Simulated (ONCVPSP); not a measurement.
**Before and after: ONCV potential for Ca**

* Element: Ca (Z = 20)
* Generator: ONCVPSP 4.0.1
* Type: optimised norm-conserving Vanderbilt (ONCV)
* Functional: PBEsol
* Relativity: scalar-relativistic
* Frozen core: [Ne]
* Valence charge: 10
* Reference configuration: 3s2 3p6 4s2
* Partial waves: 3s+4s: rc 2.00 bohr, ncon 4, nbas 7, qcut 6.7 1/bohr, 2 projectors; 3p: rc 2.00 bohr, ncon 4, nbas 9, qcut 5.6 1/bohr, 1 projector; d scattering state at 0.03 Ha: rc 1.55 bohr, ncon 4, nbas 9, qcut 5.6 1/bohr, 1 projector
* Local potential: polynomial inside 1.15 bohr (lpopt 5, dvloc0 0 Ha)
* Core correction: none

In the d channel the program set the typed energies aside and used 0.050 Ha.

All-electron outer shells of the reference configuration (PBEsol, scalar-relativistic, ld1.x):

```tsv
shell	level (eV)	outermost node (bohr)	outermost maximum (bohr)
3s	-46.96	0.45	0.99
3p	-27.95	0.42	1.04
4s	-3.76	1.43	3.38
```

Change: all radii scaled by about 1.18 (s 2.36, p 2.36, d 1.82 bohr); local potential polynomial inside 1.36 bohr (lpopt 5, dvloc0 0 Ha). In the d channel the program set the typed energies aside and used -0.072 Ha.

Cutoffs: the cutoffs (Ha) at which the residual kinetic energy of the hardest occupied pseudo-wave falls to 1 and 0.1 mHa per electron; they do not see the model core or the augmentation charge, which bear on the density cutoff. Errors are all-electron minus pseudo energies relative to the spin-unpolarised reference configuration.

What does the change do?

The potential gets softer (12 Ha and 16 Ha → 11 Ha and 13 Ha); of the 3 tests that both files solve, the error grows in 1 and shrinks in 0 by more than 15 % and 0.3 meV (median size 0.4 → 0.6 meV); neither file shows a bound ghost. A larger radius leaves more room for a smooth pseudo-wave, so fewer plane waves are needed.

```csv
quantity,base,changed
"cutoff, loose",12 Ha,11 Ha
"cutoff, tight",16 Ha,13 Ha
loose cutoff by channel,"s 12 Ha, p 12 Ha","s 5.8 Ha, p 11 Ha"
bound ghosts,none,none
GHOST(+) flags under 300 eV,none,none
tests with a reliable result,3 of 4,3 of 4
"error for 3s2 3p6 4s1, meV [ΔE 6.31 eV]",-0.4,-0.6
"error for 3s2 3p6 4s0, meV [ΔE 17.99 eV]",-2.0,-4.4
"error for 3s2 3p6 4s1.5, meV [ΔE 2.50 eV]",-0.1,-0.1
```

Changed file: The cutoffs count occupied waves only; projector 1 of the d channel, the hardest unoccupied one, needs 37 Ha at the loose tolerance.
